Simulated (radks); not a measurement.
Numerical settings for the scandium ion Sc+, [Ar] 3d1 4s1. All-electron calculation, non-relativistic Kohn-Sham, r2SCAN, spin-polarised, spherical densities, point nucleus; open shells are filled with parallel spins first; meta-GGA in the generalised Kohn-Sham scheme. Program: a radial shooting solver on a logarithmic mesh with Libxc functionals. The defaults (mesh step 0.008 in ln r, mesh end at 40 bohr or more with all orbitals vanishing there, Anderson mixing 0.5 over 9 steps, residual threshold near 1e-9 with the energy settled to 1e-9 hartree or 1e-11 of itself, here a cap of 97 iterations) give E = -760.332 hartree and 3d at -10.354 eV in 11 iterations. Times are rough (one thread of a shared host). Changes against that run (0 stands for a change within the tolerance of the run):

setting	iterations	converged	E (mhartree)	e(3d) (meV)	CPU (s)
mesh step in ln r 0.2	2	no	diverged	-	0.01
mesh step in ln r 0.05	11	yes	+0.515	-0.105	0.03
mesh step in ln r 0.012	11	yes	0	0	0.09
mesh end (bohr) 5	11	yes	+78	+1.44e+03	0.12
mesh end (bohr) 400	11	yes	0	0	0.13
residual threshold 1e-13	97	no	0	+0.0064	0.61
residual threshold 0.001	9	yes	0	+0.196	0.11
mixing 2.5	4	no	diverged	-	0.1
linear mixing, mixing 0.05	97	no	+0.00373	-25.8	0.82
linear mixing, mixing 0.2	64	yes	0	+0.0256	0.52
mixing history 2	14	yes	0	+0.00676	0.15
iteration cap 2	2	no	+78.4	-9.04e+03	0.04

Settings that end as converged yet miss the energy by more than 1 mhartree: mesh end (bohr) 5 (+0.078 hartree). A mesh that ends early acts as a hard wall.
